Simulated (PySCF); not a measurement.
BrClFHOSi, SMILES F[Si](Br)(O)Cl. Heavy atoms are numbered as in [OH:1][Si:2]([F:3])([Cl:4])[Br:5]. Hydrogens are named by the atom that carries them.

Coordinates come from a B3LYP-D3(BJ)/def2-SVP optimisation. This is a generated structure with no PubChem entry under its InChIKey; it may be hypothetical. Other conformers were not sampled.

Computed with PBE/def2-TZVP run with PySCF.

ESP charges are fitted to the potential on shells at 1.4 to 2.0 van der Waals radii. Atomic charges (e), one atom of each kind:

```
atom       IAO  ESP fit  Löwdin
-------  -----  -------  ------
O1 (OH)  -0.76    -0.44   -0.07
Si2       1.37     0.17   -0.70
F3       -0.50    -0.11    0.04
Cl4      -0.26     0.01    0.30
Br5      -0.23    -0.04    0.23
H on O1   0.39     0.42    0.19
```

Q: Give the Mayer and Wiberg (Löwdin basis) orders of the bonds. (The exact figures need the calculation; the answer reports its results.)

A: 
| bond | Mayer | Wiberg |
|---|---|---|
| O1–Si2 | 1.30 | 1.75 |
| Si2–F3 | 1.18 | 1.74 |
| Si2–Cl4 | 1.24 | 1.89 |
| Si2–Br5 | 1.18 | 1.78 |
